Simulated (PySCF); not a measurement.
## Mayer bond orders and bond lengths

Compound: C4H11FOSi2.
Atom-mapped SMILES: `[CH3:1][CH2:2][O:3]/[C:4]([SiH3:5])=[CH:6]/[SiH2:7][F:8]` (hydrogens: H9, H10, H11 on C1; H12, H13 on C2; H14, H15, H16 on Si5; H17 on C6; H18, H19 on Si7)

Structure used (GFN2-xTB), in Å, numbered top down from 1:
```xyz
19
C4H11FOSi2 angstrom
C      3.251   -0.129   -0.175
C      1.846    0.450   -0.202
O      0.940   -0.583    0.136
C     -0.395   -0.320    0.183
Si    -1.282   -1.924    0.669
C     -0.966    0.863   -0.070
Si    -2.793    1.204    0.000
F     -2.945    2.776   -0.348
H      3.331   -0.945   -0.890
H      3.972    0.642   -0.431
H      3.475   -0.515    0.816
H      1.757    1.274    0.520
H      1.610    0.838   -1.204
H     -0.261   -2.962    0.785
H     -1.977   -1.726    1.944
H     -2.267   -2.266   -0.360
H     -0.343    1.710   -0.337
H     -3.577    0.542   -1.038
H     -3.387    1.080    1.326
```

Bond orders from the PBE0/pcSseg-1 density (PySCF). The structure is a single GFN2-xTB conformer in the gas phase; no vibrational or solvent corrections. GFN2-xTB frequencies show an imaginary mode (40i cm⁻¹), so this geometry is no minimum at that level.

Where do the orders between heavy atoms depart from those drawn in the SMILES?

The largest departure is 0.248, at C4–C6 (drawn double, 1.752). Drawn single, order below 0.88: C2–O3 (0.865) and C4–Si5 (0.861).

Give the Mayer order of every bond, beside its length.

| bond | drawn as | length (Å) | Mayer order |
| --- | --- | --- | --- |
| C1–C2 | single | 1.520 | 1.071 |
| C2–O3 | single | 1.415 | 0.865 |
| O3–C4 | single | 1.362 | 1.030 |
| C4–Si5 | single | 1.896 | 0.861 |
| C4–C6 | double | 1.338 | 1.752 |
| C6–Si7 | single | 1.860 | 0.909 |
| Si7–F8 | single | 1.618 | 0.891 |
| C1–H9 | single | 1.087 | 0.964 |
| C1–H10 | single | 1.086 | 0.960 |
| C1–H11 | single | 1.087 | 0.964 |
| C2–H12 | single | 1.099 | 0.937 |
| C2–H13 | single | 1.099 | 0.937 |
| Si5–H14 | single | 1.461 | 0.961 |
| Si5–H15 | single | 1.466 | 0.946 |
| Si5–H16 | single | 1.465 | 0.944 |
| C6–H17 | single | 1.085 | 0.920 |
| Si7–H18 | single | 1.459 | 0.914 |
| Si7–H19 | single | 1.459 | 0.912 |

Bonds between the same two heavy elements. C–C: lowest C1–C2 (1.071, 1.520 Å), highest C4–C6 (1.752, 1.338 Å). C–O: lowest C2–O3 (0.865, 1.415 Å), highest O3–C4 (1.030, 1.362 Å). C–Si: lowest C4–Si5 (0.861, 1.896 Å), highest C6–Si7 (0.909, 1.860 Å).

Sum the orders of all bonds at each heavy atom with more than one neighbour and set the sums beside the valence in the SMILES.

C1 3.959 (drawn 4), C2 3.810 (drawn 4), O3 1.895 (drawn 2), C4 3.643 (drawn 4), Si5 3.712 (drawn 4), C6 3.581 (drawn 4), Si7 3.626 (drawn 4). Orders between atoms that aren't bonded are not in these sums.

Mayer orders depend on the basis set.

These values come from a run that also computed NMR shieldings. The run took 44 s (grids of density and orbitals included) on one thread of an Arm Neoverse V1, no GPU, shared host, and the process peaked at 0.92 GiB of memory.
